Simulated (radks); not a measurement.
Results of a calculation; reference values are marked as such.
The selenium ion Se3+, 31 electrons, occupied as [Ar] 3d10 4s2 4p(up 0.625, down 0.375) (fractional occupations, a model configuration). Level of theory: scalar-relativistic Kohn-Sham, PBEsol, spin-polarised, spherical densities, finite nucleus; Fermi nuclear charge, rms radius 4.14 fm (a radial shooting solver on a logarithmic mesh with Libxc functionals).

Local quantities along the radius. ELF = 1/(1 + alpha^2) is the electron localisation function; alpha = (tau - tau_W)/tau_unif compares the Pauli kinetic energy density with that of the uniform gas (summed over spins); 4 pi r^2 rho is in e/bohr. tau is taken from the large components.

r (bohr)    ELF    alpha  4 pi r^2 rho
0.002501  1.000  0.01940         2.127
0.002865  1.000  0.01981         2.701
0.003256  1.000  0.02032         3.370
0.003731  1.000  0.02104         4.246
0.00424   1.000  0.02190         5.256
0.004858  0.999  0.02305         6.559
0.005521  0.999  0.02441         8.034
0.006326  0.999  0.02622         9.900
0.00719   0.999  0.02836         11.96
0.008237  0.999  0.03124         14.50
0.009362  0.999  0.03470         17.22
0.01073   0.998  0.03945         20.43
0.01219   0.998  0.04532         23.71
0.01397   0.997  0.05363         27.38
0.01587   0.996  0.06427         30.87
0.01819   0.994  0.07998         34.41
0.02067   0.990   0.1010         37.39
0.02368   0.982   0.1336         39.91
0.02713   0.968   0.1830         41.52
0.03083   0.940   0.2537         42.04
0.03533   0.880   0.3698         41.49
0.04015   0.777   0.5363         40.06
0.046     0.614   0.7926         37.96
0.05228   0.453    1.100         35.95
0.0599    0.334    1.414         34.50
0.06808   0.293    1.552         34.39
0.07799   0.326    1.437         36.00
0.08864   0.424    1.164         39.07
0.1016    0.570   0.8683         43.30
0.1154    0.692   0.6672         47.08
0.1322    0.770   0.5468         49.45
0.1503    0.792   0.5118         49.07
0.1722    0.759   0.5630         45.53
0.1957    0.652   0.7305         39.96
0.2242    0.454    1.097         33.39
0.2548    0.291    1.560         28.53
0.292     0.244    1.760         26.32
0.3318    0.325    1.442         27.18
0.3802    0.510   0.9808         29.95
0.4356    0.675   0.6932         32.42
0.495     0.755   0.5696         32.67
0.5672    0.776   0.5373         29.94
0.6446    0.749   0.5792         25.06
0.7385    0.664   0.7119         18.80
0.8394    0.521   0.9593         13.27
0.9616    0.340    1.394         8.724
1.093     0.225    1.854         5.931
1.252     0.205    1.970         4.225
1.423     0.287    1.577         3.311
1.63      0.470    1.062         2.616
1.853     0.629   0.7688         1.997
2.123     0.686   0.6763         1.347
2.413     0.626   0.7734        0.8144
2.765     0.438    1.133        0.4064
3.142     0.211    1.935        0.1793
3.6       0.059    3.981       0.06204
4.091     0.012    8.983       0.01862
4.687     0.002    24.72      0.004058
5.327     0.000    74.44     0.0007478

On this mesh the ELF has minima near r = 0.068, 0.29, 1.3 bohr, which separate the shells, and maxima near 0.15 (0.79), 0.57 (0.78), 2.1 (0.69).
